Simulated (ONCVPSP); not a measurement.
**tin (Sn): one change to an ONCV potential, before and after**

| Item | Value |
| --- | --- |
| Element | Sn (Z = 50) |
| Generator | ONCVPSP 4.0.1 |
| Type | optimised norm-conserving Vanderbilt (ONCV) |
| Functional | LDA (Perdew-Wang 92) |
| Relativity | scalar-relativistic |
| Frozen core | [Ar] 3d10 |
| Valence charge | 22 |
| Reference configuration | 4s2 4p6 4d10 5s2 5p2 |
| Partial waves | 4s+5s: rc 1.55 bohr, ncon 4, nbas 7, qcut 6.1 1/bohr, 2 projectors; 4p+5p: rc 1.35 bohr, ncon 4, nbas 9, qcut 12 1/bohr, 2 projectors; 4d: rc 1.45 bohr, ncon 4, nbas 9, qcut 10 1/bohr, 2 projectors, debl 2.2 Ha |
| Local potential | polynomial inside 0.90 bohr (lpopt 5, dvloc0 0 Ha) |
| Core correction | none |

Change: s: qcut 5.4; p: qcut 10.7; d: qcut 8.9.

Cutoffs: the cutoffs (Ha) at which the residual kinetic energy of the hardest occupied pseudo-wave falls to 1 and 0.1 mHa per electron; they do not see the model core or the augmentation charge, which bear on the density cutoff. Errors are all-electron minus pseudo energies relative to the spin-unpolarised reference configuration.

How do hardness, ghosts and transferability respond?

The potential gets neither clearly harder nor softer (39 Ha and 57 Ha → 34 Ha and 62 Ha); the d channel sets the loose cutoff, while the largest relative change is in p, which becomes softer; of the 4 tests that both files solve, the error grows in 1 and shrinks in 0 by more than 15 % and 0.3 meV (median size 8.5 → 8.7 meV); neither file shows a bound ghost.

```csv
quantity,base,changed
"cutoff, loose",39 Ha,34 Ha
"cutoff, tight",57 Ha,62 Ha
loose cutoff by channel,"s 17 Ha, p 39 Ha, d 38 Ha","s 17 Ha, p 24 Ha, d 34 Ha"
bound ghosts,none,none
GHOST(+) flags under 300 eV,s at 102.9 eV,s at 98.9 eV
"error for 4s2 4p6 4d10 5s2 5p1, meV [ΔE 7.09 eV]",-1.3,-1.3
"error for 4s2 4p6 4d10 5s2 5p0, meV [ΔE 21.35 eV]",-4.2,-4.1
"error for 4s2 4p6 4d10 5s1 5p0, meV [ΔE 52.80 eV]",-13,-13
"error for 4s2 4p5 4d10 5s2 5p2, meV [ΔE 97.40 eV]",-90,-110
s: phases at 1.57 bohr within 0.05 rad from the reference energy up to (Ha; the scan ends near 5),3.3,3.1
p: phases at 1.37 bohr within 0.05 rad from the reference energy up to (Ha; the scan ends near 5),to the end of the scan,to the end of the scan
d: phases at 1.47 bohr within 0.05 rad from the reference energy up to (Ha; the scan ends near 5),to the end of the scan,to the end of the scan
```
